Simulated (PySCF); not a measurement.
## TDDFT excited states: C6H10BOP

Compound: C6H10BOP.
Atom-mapped SMILES: `[BH3-:1][P+:2]1([c:3]2[cH:4][cH:5][o:6][cH:7]2)[CH2:8][CH2:9]1` (hydrogens: H10, H11, H12 on B1; H13 on C4; H14 on C5; H15 on C7; H16, H17 on C8; H18, H19 on C9)

Theory: PySCF, TDDFT CAM-B3LYP/def2-SVPD, vertical, gas phase, core orbitals frozen in the response. One conformer (not necessarily the lowest) at the PBE0-D3(BJ)/def2-SVP geometry, without solvent, vibrations or thermal averaging. Torsions of this conformer, `[BH3-:1][P+:2]1([c:3]2[cH:4][cH:5][o:6][cH:7]2)[CH2:8][CH2:9]1`: B1–P2–C3–C4 32°.

```csv
state,E (eV),λ (nm),f,|μ| (D),"main configurations (H = HOMO, L = LUMO)"
S1,5.93,209.0,0.047,1.45,H→L (94%)
S2,6.53,189.9,0.056,1.50,"H-1→L (60%), H-2→L (10%), H→L+2 (8%)"
S3,6.74,184.1,0.121,2.17,"H→L+1 (70%), H→L+2 (9%), H-1→L (8%)"
S4,6.90,179.7,0.121,2.15,"H→L+2 (34%), H-2→L (18%), H-1→L (17%)"
S5,7.03,176.5,0.115,2.08,"H-2→L (52%), H→L+2 (22%)"
S6,7.21,172.0,0.045,1.29,"H→L+3 (61%), H-1→L+1 (13%)"
S7,7.41,167.3,0.027,0.99,"H-3→L (72%), H-3→L+2 (9%)"
S8,7.51,165.1,0.039,1.17,"H-4→L (42%), H→L+2 (12%), H→L+5 (10%)"
S9,7.63,162.5,0.053,1.35,"H-1→L+1 (34%), H→L+4 (27%), H-4→L (10%)"
S10,7.64,162.2,0.179,2.48,"H→L+5 (37%), H-4→L (13%)"
```

Triplets (Tamm–Dancoff): T1 3.92 eV, H→L (78%); T2 5.06 eV, H→L+2 (25%), H-1→L (14%), H-2→L (9%); T3 5.85 eV, H-1→L (46%), H-1→L+2 (19%); T4 6.07 eV, H-2→L (26%), H→L+2 (22%), H-5→L (11%).

The lowest singlet lies at 5.93 eV (209 nm, ultraviolet) and is of moderate strength; its leading configuration is HOMO→LUMO (94%). The most intense listed level is S10 at 7.64 eV (162 nm, f = 0.179), 1.71 eV above S1. It is the last of those listed, so stronger ones may follow. Löwdin shares by element: HOMO carbon 68% or more (atoms not listed hold the other 32%); LUMO carbon 40% or more, oxygen 15%, phosphorus 9% (atoms not listed hold the other 35%). The oscillator strengths of these states sum to 0.804; summed over the whole spectrum of an exact calculation they would give the number of electrons, 74 (Thomas–Reiche–Kuhn). The listed states span 1.71 eV, and the widest gap between neighbours is 0.59 eV (S1 to S2). Orbital energies (eV): HOMO-3 -9.78, HOMO-2 -9.68, HOMO-1 -9.15, HOMO -8.50, LUMO 0.30, LUMO+1 1.03, LUMO+2 1.31. All these states lie below the vertical ionisation energy of 9.13 eV (ΔSCF). Only the lowest 10 singlets were computed, as vertical energies without vibronic structure.

Hardware: an Intel Xeon 6975P-C with one thread, shared host with 384 logical CPUs at a one-minute load of 42. Cost: 5.2 min wall, 1.4 GiB resident at most.
